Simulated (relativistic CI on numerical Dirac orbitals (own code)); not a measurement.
## Radial parameters of Gd¹²⁺

Method of calculation: Dirac-Coulomb-Breit CI, orbitals from a KLI potential per configuration, model QED (radiative potential, 1s self-energy scaled to tabulated hydrogen-like ionisation energies), unscaled Slater integrals (own radial code, finite nucleus).

Slater integrals F^k, G^k are unscaled and averaged over j, outside the closed core [Kr] 4d10; ζ comes from projecting the Hamiltonian with its Breit term on Σ l·s of the shell.

- 4f4 5s2: F^2(4f,4f) = 146420, F^4(4f,4f) = 93562, F^6(4f,4f) = 67819, ζ(4f) = 1930.8 cm⁻¹; <r>(4f) = 0.6836, <r^2>(4f) = 0.5547 (bohr units).
- 4f6: F^2(4f,4f) = 140450, F^4(4f,4f) = 89519, F^6(4f,4f) = 64816, ζ(4f) = 1738 cm⁻¹; <r>(4f) = 0.7078, <r^2>(4f) = 0.5964 (bohr units).
- 4f5 5s: F^2(4f,4f) = 143240, F^4(4f,4f) = 91405, F^6(4f,4f) = 66215, ζ(4f) = 1833.2, G^3(4f,5s) = 32052 cm⁻¹; <r>(4f) = 0.6962, <r^2>(4f) = 0.5765, <r>(5s) = 1.153, <r^2>(5s) = 1.48 (bohr units).

Averages of the first 10 configurations, taken without configuration mixing, which lowers the lowest level and can move excited configurations by several eV; other configurations of the list can lie among them:

| Configuration | Parity | States | Average energy above the lowest level (eV) |
| --- | --- | --- | --- |
| 4f4 5s2 | even | 1001 | 8.3 |
| 4f6 | even | 3003 | 40.6 |
| 4f5 5s | odd | 4004 | 22.0 |
| 4f2 5s2 5p2 | even | 1365 | 48.6 |
| 4f3 5s2 5p | even | 2184 | 25.6 |
| 4f2 5s2 5d2 | even | 4095 | 142.2 |
| 4f2 5s2 5p 5d | odd | 5460 | 94.8 |
| 4f3 5s2 5d | odd | 3640 | 71.4 |
| 4f3 5s2 6s | odd | 728 | 104.9 |
| 4f2 5s2 5d 6s | even | 1820 | 177.6 |
